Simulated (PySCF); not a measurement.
SMILES CC(=O)C(C)=O (GFN2-xTB optimised geometry):

```
12

C     -1.622    -0.761     0.635
C     -0.274    -0.691    -0.010
O      0.307    -1.621    -0.510
C      0.345     0.720     0.000
C      1.841     0.720     0.000
O     -0.350     1.704     0.000
H     -2.230     0.065     0.272
H     -2.099    -1.716     0.436
H     -1.504    -0.629     1.711
H      2.194     0.012    -0.748
H      2.230     1.716    -0.190
H      2.193     0.369     0.970
```

Computed with PySCF with B3LYP/def2-TZVP.

Problem. What are the frontier orbital energies and the dipole moment?

Solution. HOMO-2 -10.33 eV, HOMO-1 -8.93 eV, HOMO -6.91 eV, LUMO -2.47 eV, LUMO+1 0.29 eV; dipole moment 1.29 D.

On the same geometry PBE/def2-TZVP in PySCF gives HOMO-2 -9.17 eV, HOMO-1 -7.39 eV, HOMO -5.54 eV, LUMO -3.29 eV, LUMO+1 -0.66 eV; dipole moment 1.26 D.

Meta-Löwdin charges at B3LYP/def2-TZVP: C1 -0.38, C2 0.35, O3 -0.39, C4 0.35, C5 -0.38, O6 -0.39, H7 0.15, H8 0.13, H9 0.14, H10 0.15, H11 0.13, H12 0.14.
